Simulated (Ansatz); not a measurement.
One change: `S=CBS` becomes `BC=S`.

Ansatz, PBE0-D4/def2-TZVP geometries, multiplicity 1. Each molecule was computed in one conformer, which needn't be the lowest.

```csv
property,`S=CBS`
LUMO energy (PBE/def2-TZVPP) / eV,-4.39
size of the dipole moment (PBE/def2-TZVPP) / D,0.46
HOMO energy (ωB97M-V/def2-TZVPP) / eV,-9.06
HOMO energy (PBE/def2-TZVPP) / eV,-5.67
size of the dipole moment (ωB97M-V/def2-TZVPP) / D,0.58
LUMO energy (PBE0/def2-TZVPP) / eV,-3.54
```

**Question.** Give the same properties after the change, and the shifts. (Estimate.)

**Answer.** The calculation gave: 
| property | `BC=S` | shift |
| --- | --- | --- |
| LUMO energy (PBE/def2-TZVPP) / eV | -3.83 | 0.56 |
| size of the dipole moment (PBE/def2-TZVPP) / D | 1.69 | 1.23 |
| HOMO energy (ωB97M-V/def2-TZVPP) / eV | -9.74 | -0.68 |
| HOMO energy (PBE/def2-TZVPP) / eV | -6.50 | -0.83 |
| size of the dipole moment (ωB97M-V/def2-TZVPP) / D | 1.75 | 1.17 |
| LUMO energy (PBE0/def2-TZVPP) / eV | -2.88 | 0.66 |

With PBE0 the HOMO falls by 0.73 eV and the LUMO rises by 0.66 eV, so the gap widens by about 1.39 eV. PBE moves the HOMO by -0.83 eV and ωB97M-V by -0.68 eV. Dipoles are sizes alone; their direction can turn.
